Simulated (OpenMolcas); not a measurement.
V³⁺: the spin-orbit constant, Racah parameters, worked from levels

- Program: OpenMolcas
- Basis: ANO-R1 [5s3p3d1f]
- Scalar Hamiltonian: X2C, finite nucleus
- Active space: 2 electrons in 5 orbitals (3d)
- State averaging: 2S+1 = 3 even, 10 roots; 2S+1 = 1 even, 15 roots
- Spin-orbit coupling: RASSI with atomic mean-field integrals over the reference wave functions, term energies averaged over their components

Methods: CASSCF; SS-CASPT2, IPEA 0.25 Eh, imaginary shift 0.1 Eh (closed shells correlated: 3s 3p). Measured levels: Sugar and Corliss, J. Phys. Chem. Ref. Data 7, 1191 (1978).

**The spin-orbit constant.** For the Hund term 3F of d2, E(J) = (A/2) J(J+1) + constant and ζ = 2S·A = 2A. From J = 2 to J = 4 the energy changes by 7 A.

```csv
Source,E(4) - E(2),A,ζ
CASSCF,753.6,107.7,215
SS-CASPT2,755.3,107.9,216
measured,734.7,105.0,210
```

All in cm-1. SS-CASPT2 is off by +2.8 % and CASSCF by +2.6 %. Both methods take the spin-orbit matrix elements from the reference wave functions, so the second can move ζ only through the term energies and any multistate remixing. Second-order mixing with other terms is absorbed into this ζ.

**Racah parameters.** Above 3F, d2 has 3P at 15B, 1G at 12B + 2C and 1D at 5B + 2C. The first two fix B and C, and the third tests them; where it misses by thousands of cm-1, two parameters do not describe the configuration (Trees and configuration-interaction terms are left out) and B and C hang on the terms chosen. Term energies are centres of gravity, weighted by 2J + 1.

```json
{"Source": "CASSCF", "3P": "16372", "1G": "21102", "B": "1091", "C": "4002", "C/B": "3.67", "1D from B, C": "13459", "1D found": "13573"}
{"Source": "SS-CASPT2", "3P": "13802", "1G": "19156", "B": "920", "C": "4057", "C/B": "4.41", "1D from B, C": "12714", "1D found": "10760"}
```

Energies in cm-1. From CASSCF to SS-CASPT2, B changes by -15.7 % and C by +1.4 %.

CASPT2 breaks the degeneracy within a term, and the mean is taken; among the terms shown or strongly mixed into the levels shown the widest spread is 610 cm-1 (3d2 1G, SS-CASPT2). The basis is small and was not contracted for so high a charge. Without dynamic correlation excited terms often stand tens of per cent too high (terms of higher spin than the ground term too low), and those without a measured partner can miss by more than the paired ones (holds for CASSCF). Computed and measured levels are paired by configuration, term and J; levels that our copy of the source lacks, or whose pairing is in doubt (as where it misses far off the trend of its configuration), stay unpaired and out of the deviations. Only configurations of the active space appear.
